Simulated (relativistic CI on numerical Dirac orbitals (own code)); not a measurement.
# Ti3+ in a cubic cluster: 1s photoemission with charge transfer

Computed with a charge-transfer multiplet model of a cubic metal-ligand cluster with up to 2 ligand holes, Slater and spin-orbit integrals from Dirac-Coulomb-Breit ions, Slater integrals scaled by 0.7. The ground state mixes d1 with configurations of k ligand holes L, whose averages lie at kΔ + k(k − 1)U_dd/2; a core hole lowers each added d electron by U_cd. 300 K, Lorentzian 1.1 eV and Gaussian 0.6 eV FWHM.

Atomic integrals in eV (Slater integrals scaled, ζ unscaled), ground: F2dd 5.756, F4dd 3.579, zeta_d 0.017; with the core hole: F2dd 5.756, F4dd 3.579, zeta_d 0.030, G2cd 0.034. Where a configuration has fewer than two d electrons, the dd integrals are those of d2.

Cluster parameters (eV): U_dd = 4, U_cd = 5.2, 10Dq = 0.9, 10Dq(ligand) = 1.3, V(eg) = 1.95, V(t2g) = -1.02, final-state hopping factor = 0.8.

```tsv
Case	n_d	d1	d2L	d3L2	S
Δ = -0.8 eV	2.03	0.20	0.57	0.23	0.50
Δ = 0.2 eV	1.92	0.26	0.56	0.18	0.50
Δ = 1.2 eV	1.81	0.33	0.53	0.14	0.50
Δ = 2.2 eV	1.70	0.41	0.49	0.10	0.50
Δ = 4.2 eV	1.49	0.56	0.39	0.05	0.50
```

Weights, n_d and S are thermal averages at 300 K. Binding energies count from the first peak over 30 % of the highest in each spectrum, which can be another peak from case to case. The parameters are a model scan and need not match a compound or its usual spin state. Peaks in eV (height, largest 100):
- Δ = -0.8 eV: 0.0 (100), 8.5 (11)
- Δ = 0.2 eV: 0.0 (100), 8.2 (12)
- Δ = 1.2 eV: 0.0 (100), 8.0 (13)
- Δ = 2.2 eV: 0.0 (100), 7.5 (15)
- Δ = 4.2 eV: 0.0 (100), 6.7 (17)

Curve for Δ = 1.2 eV (points under 2 left out, the grid thinned):

E (eV), Intensity and a bar:
```
     -3.7        2.6 
     -3.4        3.1 
     -3.1        3.7 
     -2.7        4.8 #
     -2.4        6.0 #
     -2.1        7.7 ##
     -1.8       10.3 ###
     -1.5       14.4 ####
     -1.2       21.4 ######
     -0.8       39.8 ############
     -0.5       64.2 ###################
     -0.2       91.3 ############################
      0.1       99.4 ##############################
      0.4       80.1 ########################
      0.8       45.3 #############
      1.1       29.0 ########
      1.4       19.6 #####
      1.7       14.0 ####
      2.0       10.7 ###
      2.3        8.8 ##
      2.7        7.4 ##
      3.0        6.2 #
      3.3        5.1 #
      3.6        4.3 #
      3.9        3.8 #
      4.3        3.4 
      4.6        3.3 
      4.9        3.3 
      5.2        3.4 
      5.5        3.6 
      5.8        3.9 #
      6.2        4.5 #
      6.5        5.4 #
      6.8        7.0 #
      7.1        9.0 ##
      7.4       11.0 ###
      7.8       12.6 ###
      8.1       12.6 ###
      8.4       11.3 ###
      8.7        9.3 ##
      9.0        7.1 ##
      9.3        5.3 #
      9.7        3.6 
     10.0        2.7 
     10.3        2.1
```

For the case Δ = 2.2 eV, Δ = 2.2 eV is smaller than U_dd = 4 eV, the charge-transfer side of the Zaanen-Sawatzky-Allen scheme. With the core hole the configuration with one ligand hole lies at Δ − U_cd = -6.0, -5.0, -4.0, -3.0, -1.0 eV from the one without, in the order of the table; where this is negative the screened configuration lies lower, though the effective hopping of about 3.4 eV (from the holes of the mixed ground state) mixes the two strongly wherever it is as large as the gap.

With at most 2 ligand holes the space is cut while the next configuration still counts, so covalency is underestimated, and a final configuration with one more ligand hole, which can lie low, is missing from the spectra.
